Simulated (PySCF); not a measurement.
**Levels of Mo¹³⁺ from EOM-EA-GCCSD**

Reference: closed-shell Mo¹⁴⁺, [Ar] 3d10; one electron is added. Calculated with PySCF 2.14, two-component X2C-1e with screened spin-orbit coupling, an even-tempered Gaussian basis (20 s from 0.37 bohr⁻², ratio 2.6; 15 p from 0.48 bohr⁻², ratio 2.6; 10 d from 0.48 bohr⁻², ratio 2.6; 6 f from 0.49 bohr⁻², ratio 2.8); frozen [Ar]; the 100 highest virtual spinors dropped; of the others 70 kept and the rest restored at second order. No Breit or QED terms. Binding energies in eV.

| level | Koopmans | second order | EOM-CCSD |
| --- | --- | --- | --- |
| 4s1/2 | 301.08 | 302.26 | 302.20 |
| 4p1/2 | 272.09 | 273.14 | 273.10 |
| 4p3/2 | 268.14 | 269.16 | 269.11 |

Electric-dipole lines between these computed levels:

```tsv
lower	upper	ΔE (eV)	vacuum wavelength (nm)
4s1/2	4p1/2	29.103	42.60
4s1/2	4p3/2	33.090	37.47
```

For comparison, the ionisation energy of Mo¹³⁺ is 302.60 eV (measured; NIST Atomic Spectra Database, ionization energies).
